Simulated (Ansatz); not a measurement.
`C[SiH2][O][AlH2]`, relaxed with RKS PBE0-D4/def2-TZVP in the Gaussian-basis code of Ansatz from a PBE-D4/def2-SVP geometry. The force threshold is 0.005 eV/Å; the program also tests the step.

Total charge 0; spin multiplicity 1.

Start:

```xyz
11

C    -1.155   -1.502    0.163
Si   -0.643    0.032   -0.798
O     0.697    0.734   -0.094
Al    1.962    1.594    0.671
H    -0.337   -2.250    0.184
H    -1.421   -1.247    1.209
H    -2.041   -1.975   -0.310
H    -1.780    1.024   -0.821
H    -0.316   -0.340   -2.222
H     1.576    2.781    1.664
H     3.459    1.148    0.353
```

(1) How much energy does the relaxation release, and in how many steps? (An estimate is asked.)

(2) Which bonds change most? (Best estimate.)

(3) Give the relaxed structure. (Best estimate.)

Results:

(1) Ansatz gave: 6.52 kJ/mol, in 3 steps.

(2) Ansatz gave: Si2–O3 from 1.668 to 1.628 Å; O3–Al4 from 1.711 to 1.679 Å; C1–Si2 from 1.881 to 1.862 Å; Si2–H8 from 1.509 to 1.491 Å.

(3) The calculation gave: 
```xyz
11

C    -1.140   -1.484    0.163
Si   -0.625    0.036   -0.780
O     0.683    0.720   -0.095
Al    1.925    1.567    0.654
H    -0.335   -2.224    0.182
H    -1.403   -1.235    1.194
H    -2.013   -1.946   -0.306
H    -1.746    1.018   -0.804
H    -0.303   -0.327   -2.189
H     1.545    2.746    1.636
H     3.411    1.129    0.345
```
